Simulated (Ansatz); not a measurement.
Basis sets compared for Al4H5⁺. The state is a singlet with charge 1. Geometry B3LYP-D4/def2-SVP. Ansatz on 4 threads of Arm Neoverse V1 on a shared host; times are rough, and most runs start from earlier orbitals.

```xyz
9

Al   -0.346   -4.075   -0.701
Al   -0.097   -1.135   -0.449
Al    0.216    2.501    2.417
Al    0.124    1.473   -0.276
H    -0.186   -2.270   -1.682
H    -0.994    1.948    0.875
H    -0.216   -2.450    0.588
H     0.189    2.256   -1.643
H     1.311    1.751    0.872
```

The restricted singlet is unstable towards broken spin symmetry in Hartree–Fock (as tested in another run); at PBE-D4/def2-SVP, PBE-D4/def2-TZVP, PBE0-D4/def2-SVP, PBE0-D4/def2-TZVP this wasn't settled. Another isomer (singlet) lies 0.55 eV lower at PBE0-D4/def2-TZVP; other spin states weren't run for this one.

```csv
level,functions,energy (Eh),HOMO (eV),LUMO (eV),wall time
PBE-D4/def2-SVP,97,-971.5644,-9.45,-7.72,0.8 s
PBE0-D4/def2-SVP,97,-971.6589,-10.29,-7.00,1.1 s
```

Estimate the rows for PBE-D4/def2-TZVP (with forces), PBE0-D4/def2-TZVP.


| level | functions | energy (Eh) | HOMO (eV) | LUMO (eV) | wall time |
| --- | --- | --- | --- | --- | --- |
| PBE-D4/def2-TZVP (with forces) | 178 | -971.9121 | -9.45 | -7.71 | 1.9 s |
| PBE0-D4/def2-TZVP | 178 | -972.0010 | -10.28 | -6.97 | 2.6 s |
